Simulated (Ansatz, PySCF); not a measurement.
C4H7BFN, SMILES CB(F)C=C=CN. Atoms are numbered in the order given.

```xyz
14

C     -1.8360    -0.6693     0.7763
B     -1.4549     0.4417    -0.2613
F     -2.4317     1.2489    -0.7052
C     -0.0287     0.6954    -0.8340
C      1.0127    -0.0372    -0.4778
C      1.9805    -0.8274    -0.0610
N      2.7553    -0.6834     1.1003
H     -2.3259    -0.2141     1.6553
H     -2.5847    -1.3504     0.3330
H     -0.9774    -1.2651     1.1165
H      0.1162     1.5089    -1.5633
H      2.1858    -1.7389    -0.6373
H      2.6818     0.2338     1.5321
H      3.7311    -0.9371     0.9680
```
Charge 0, spin multiplicity 1.

Geometry: B3LYP-D3(BJ)/def2-SVP. The structure was generated by enumeration; whether it is a known compound was not checked. The values are those of a single conformer.

Two levels are set side by side: PBE-D3(BJ)/def2-SVP (Ansatz, a quantum-chemistry and plane-wave program) and B3LYP-D3(BJ)/def2-SVP (Ansatz). Each level has its own optimised geometry; the coordinates shown are those of the second. Frequencies come from the Hessian of PySCF at each geometry. Differences are taken from unrounded values.

| quantity | B3LYP-D3(BJ) |
|---|---|
| mean bond length (Å) | 1.235 |
| bond C1–B2 (Å) | 1.567 |
| bond B2–F3 (Å) | 1.343 |
| bond B2–C4 (Å) | 1.558 |
| bond C4–C5 (Å) | 1.322 |
| bond C5–C6 (Å) | 1.317 |
| bond C6–N7 (Å) | 1.403 |
| bond C1–H8 (Å) | 1.104 |
| bond C1–H9 (Å) | 1.105 |
| bond C1–H10 (Å) | 1.099 |
| bond C4–H11 (Å) | 1.102 |
| bond C6–H12 (Å) | 1.098 |
| bond N7–H13 (Å) | 1.016 |
| bond N7–H14 (Å) | 1.017 |
| highest harmonic wavenumber (cm⁻¹) | 3630 |
| mean harmonic wavenumber (cm⁻¹) | 1310 |
| zero-point energy (kcal/mol) | 67.43 |

**Question.** What does PBE-D3(BJ) give, and how far is it from B3LYP-D3(BJ)? (Estimate from the structure and the level; the computed values follow.)

**Answer.** 
| quantity | PBE-D3(BJ) | PBE-D3(BJ) minus B3LYP-D3(BJ) |
|---|---|---|
| mean bond length (Å) | 1.242 | 0.007 |
| bond C1–B2 (Å) | 1.570 | 0.003 |
| bond B2–F3 (Å) | 1.352 | 0.009 |
| bond B2–C4 (Å) | 1.563 | 0.005 |
| bond C4–C5 (Å) | 1.330 | 0.008 |
| bond C5–C6 (Å) | 1.327 | 0.010 |
| bond C6–N7 (Å) | 1.405 | 0.001 |
| bond C1–H8 (Å) | 1.111 | 0.007 |
| bond C1–H9 (Å) | 1.112 | 0.007 |
| bond C1–H10 (Å) | 1.107 | 0.007 |
| bond C4–H11 (Å) | 1.111 | 0.009 |
| bond C6–H12 (Å) | 1.106 | 0.008 |
| bond N7–H13 (Å) | 1.024 | 0.007 |
| bond N7–H14 (Å) | 1.024 | 0.007 |
| highest harmonic wavenumber (cm⁻¹) | 3554 | -75 |
| mean harmonic wavenumber (cm⁻¹) | 1276 | -34 |
| zero-point energy (kcal/mol) | 65.69 | -1.75 |

GGA bonds tend to be longer and softer than those of functionals with exact exchange. Differences between two approximate levels are no errors against the true value.
